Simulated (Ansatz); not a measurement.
Species: CH₄Al (charge +1, singlet). It need not be the lowest isomer of its formula. 
Coordinates optimised at B3LYP-D3(BJ)/def2-TZVP (Ansatz, a first-principles code):
```xyz
6

Al    -0.3948    -0.5491    -0.2673
C      0.6401     0.8904     0.4334
H      0.4530     0.9983     1.5051
H      0.3717     1.8232    -0.0694
H      1.7046     0.6964     0.2768
H     -1.2381    -1.7221    -0.8383
```
Charge +1, spin multiplicity 1.

Basis-set convergence of Hartree-Fock and MP2 correlation energies (hartree) with Ansatz. Valence correlation only, unless marked. Spin-orbit coupling is left out. No relativistic terms.

```
basis        functions       E(HF)  E(corr, MP2)
-----------  ---------  ----------  ------------
cc-pV(D+d)Z         57  -281.84823      -0.19458
cc-pV(T+d)Z        125  -281.86975      -0.23702
cc-pV(Q+d)Z        239  -281.87414      -0.25186
```

Extrapolating the two largest sets (X = 3 and 4) as X^-3: E(corr) = (64·(-0.25186) - 27·(-0.23702))/37 = -0.2627 Eh, an estimate of the basis-set limit. The largest set recovers 95.9 % of it, the smallest 74.1 %.
